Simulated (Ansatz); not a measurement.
C2H10AlNSi can be A, `[CH3][AlH][CH2]N[SiH3]`, or B, `C[SiH](N)[CH2][AlH2]`.

Calculated with Ansatz (gas phase, PBE0-D4/def2-TZVP geometries, no zero-point term in ΔE). CBS: MP2 limit from def2 TZ/QZ plus the TZ coupled-cluster correction, frozen cores. Functionals use def2-TZVPP. B3LYP here is the variant with VWN-RPA as its local correlation; programs differ in this. Each species was taken in one conformer, which may not be the lowest.

Q: Which isomer does CCSD(T)/CBS put lower? Give the gap. (Best estimate.)

A: Ansatz gave: B, by 25.3 kcal/mol.

Q: Give E(B) − E(A) in kcal/mol with CCSD(T)/def2-TZVPP, PBE-D4, B3LYP, ωB97M-V, MP2/def2-TZVPP, BLYP-D4, LDA (SPW92). (Estimate.)

A: The calculation gave: CCSD(T)/def2-TZVPP -24.8, PBE-D4 -23.0, B3LYP -23.7, ωB97M-V -24.9, MP2/def2-TZVPP -26.0, BLYP-D4 -23.2, LDA (SPW92) -21.6. None reverses the order clearly.

Q: Does the order hold for the free energy at 298.15 K (harmonic terms from PBE0-D4)? (Best estimate.)

A: The calculation gave: Yes: G(B) − G(A) = -26.6 kcal/mol, for one conformer each. Modes under 60 cm⁻¹, often nearly free rotors, make the harmonic entropy too high.

Largest T1 diagnostic: 0.011.

From PBE to PBE0 (25 % exact exchange), in def2-TZVPP and without D4, E(B) − E(A) moves by −1.1 kcal/mol. At CCSD(T), def2-SVP lies +5.0 kcal/mol from the extrapolated value and def2-TZVPP +0.5 kcal/mol.
